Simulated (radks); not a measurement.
Species: Pr. Configuration: [Xe] 4f3 6s1.75 7s0.25 (fractional occupations, a model configuration).

Method: Dirac Kohn-Sham, revPBE, spin-unpolarised, spherical densities, finite nucleus; open shells are shared between the two j in proportion to 2j + 1; Fermi nuclear charge, rms radius 4.8919 fm; computed with a radial shooting solver on a logarithmic mesh with Libxc functionals.

Energy parts (hartree):
total: -9242.3833
kinetic: 9940.1961
electron-nucleus: -22549.7015
Hartree: 3584.0331
exchange-correlation: -216.9110

Orbitals (lengths in bohr, moments of r in powers of bohr; <r^-3> diverges for s and p1/2; r(90%) holds 90 % of the orbital's charge):
| orbital | occ. | eigenvalue (hartree) | <r^2> | r(90%) | <r^4> | <r^-3> |
|---|---|---|---|---|---|---|
| 1s1/2 | 2 | -1535.263 | 0.0007896 | 0.0435 | 1.645e-06 | - |
| 2s1/2 | 2 | -246.9094 | 0.01247 | 0.159 | 0.0002690 | - |
| 2p1/2 | 2 | -233.3495 | 0.009131 | 0.142 | 0.0001688 | - |
| 2p3/2 | 4 | -215.6291 | 0.01039 | 0.150 | 0.0002122 | 7509 |
| 3s1/2 | 2 | -53.29279 | 0.08464 | 0.400 | 0.01086 | - |
| 3p1/2 | 2 | -47.52678 | 0.07960 | 0.393 | 0.01007 | - |
| 3p3/2 | 4 | -44.01551 | 0.08704 | 0.410 | 0.01196 | 1530 |
| 3d3/2 | 4 | -33.95997 | 0.07093 | 0.384 | 0.009065 | 252.0 |
| 3d5/2 | 6 | -33.20321 | 0.07303 | 0.389 | 0.009566 | 228.3 |
| 4s1/2 | 2 | -10.61733 | 0.4374 | 0.894 | 0.2785 | - |
| 4p1/2 | 2 | -8.45946 | 0.4664 | 0.932 | 0.3260 | - |
| 4p3/2 | 4 | -7.70450 | 0.5076 | 0.972 | 0.3862 | 329.8 |
| 4d3/2 | 4 | -4.16288 | 0.6044 | 1.09 | 0.5980 | 45.07 |
| 4d5/2 | 6 | -4.03041 | 0.6212 | 1.10 | 0.6320 | 40.41 |
| 4f5/2 | 1.28571 | -0.08079 | 2.034 | 2.12 | 18.39 | 4.324 |
| 4f7/2 | 1.71429 | -0.06828 | 2.158 | 2.18 | 22.16 | 4.168 |
| 5s1/2 | 2 | -1.46132 | 2.560 | 2.17 | 9.720 | - |
| 5p1/2 | 2 | -0.88957 | 3.300 | 2.50 | 16.94 | - |
| 5p3/2 | 4 | -0.78751 | 3.656 | 2.63 | 20.92 | 44.07 |
| 6s1/2 | 1.75 | -0.14581 | 22.15 | 6.48 | 763.9 | - |
| 7s1/2 | 0.25 | -0.02202 | 209.1 | 19.7 | 63900 | - |

The highest occupied level is 7s1/2 at -0.599 eV. The density falls to 0.001 e/bohr^3 at r = 5.24 bohr.
